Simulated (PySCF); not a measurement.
BH₄NO₂.

```xyz
8

B      0.0000     0.0000    -0.0051
O      0.0000     1.2188    -0.6547
H      0.0000     1.1643    -1.6150
O      0.0000    -1.2188    -0.6547
H      0.0000    -1.1643    -1.6150
N      0.0000     0.0000     1.4054
H      0.0000    -0.8533     1.9460
H      0.0000     0.8533     1.9460
```
Charge 0, spin multiplicity 1.

Geometry: B3LYP-D3(BJ)/def2-SVP. One conformer was computed; it need not be the lowest.

The numbers are results of PBE0/pcSseg-1 in PySCF, not measurements. Non-relativistic, no solvent.

Give the absolute GIAO shielding of each atom: isotropic value and principal components (ppm). (An estimate is asked for; the answer gives what the named calculation found.)


```tsv
atom	σ(iso)	σ11	σ22	σ33	span
B1	79.9	63.9	83.5	92.4	28.5
O2	252.4	205.3	259.4	292.4	87.1
H3	29.5	23.3	25.3	40.0	16.7
O4	252.4	205.3	259.4	292.4	87.1
H5	29.5	23.3	25.3	40.0	16.7
N6	220.5	188.8	210.3	262.3	73.5
H7	29.6	23.5	26.7	38.7	15.2
H8	29.6	23.5	26.7	38.7	15.2
```
